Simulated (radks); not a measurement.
Question: All-electron atom: Os III in [Kr] 4d10 4f14 5s2 5p5.75 5d6.25 (fractional occupations, a model configuration). Method: scalar-relativistic Kohn-Sham, TASK exchange with Perdew-Wang LDA correlation, spin-polarised, spherical densities, finite nucleus; open shells are filled with parallel spins first (spin-orbit coupling, left out, can overturn this in heavy ions); meta-GGA in the generalised Kohn-Sham scheme; Fermi nuclear charge, rms radius 5.4126 fm; computed with a radial shooting solver on a logarithmic mesh with Libxc functionals. Some entries of the table are withheld. Estimate them.

orbital,occ.,eigenvalue (eV),r(max) (bohr)
1s up,1,-73965.64,0.01103
1s down,1,-73965.62,0.01103
2s up,1,-12931.28,0.06342
2s down,1,-12930.92,0.06342
2p up,3,-11263.73,0.05220
2p down,3,-11263.43,0.05220
3s up,1,-3034.461,0.1788
3s down,1,-3034.345,0.1788
3p up,3,-2543.161,0.1774
3p down,3,-2543.028,0.1774
3d up,5,-1991.814,0.1445
3d down,5,-1991.565,0.1445
4s up,1,-660.7817,0.4053
4s down,1,-660.5192,0.4053
4p up,3,-498.7398,0.4255
4p down,3,-498.4962,0.4256
4d up,5,-296.3085,0.4349
4d down,5,-295.9889,0.4350
5s up,1,(1),0.9176
5s down,1,(2),0.9132
5p up,3,-72.1470,1.035
4f up,7,-70.6796,0.4062
4f down,7,-70.0143,0.4060
5p down,2.75,-69.0498,1.027
5d up,5,-24.6457,1.336
5d down,1.25,-20.1354,1.309

Answer: 
(1) 5s up eigenvalue (eV): -113.8070
(2) 5s down eigenvalue (eV): -111.5957
